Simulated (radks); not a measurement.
Values are calculated unless marked as measured or tabulated.
Charge is removed step by step from the 4s down level of Rb+, starting from [Ar] 3d10 4s(up 1, down 1) 4p6. Code: a radial shooting solver on a logarithmic mesh with Libxc functionals. Model: scalar-relativistic Kohn-Sham, r2SCAN, spin-polarised, spherical densities, finite nucleus; meta-GGA in the generalised Kohn-Sham scheme; Fermi nuclear charge, rms radius 4.2036 fm.

removed (e)  E - E(0) (eV)  eigenvalue (eV)  E minus straight line (eV)
0                    0.000          -38.708                       0.000
0.25                10.060          -41.796                      -1.174
0.5                 20.897          -44.924                      -1.571
0.75                32.519          -48.082                      -1.181
1                   44.934          -51.261                       0.000

Removing the whole electron costs 44.934 eV by Delta-SCF, against 38.708 eV from minus the eigenvalue at the starting occupation. Slater's transition state (half an electron removed) gives 44.924 eV. Integrating minus the eigenvalue over the occupation (Janak's theorem) gives 44.944 eV. In this scalar-relativistic scheme the density is built from large components alone, so the theorem holds only approximately. The mean slope of the eigenvalue, de/dn, is 12.6 eV per electron.
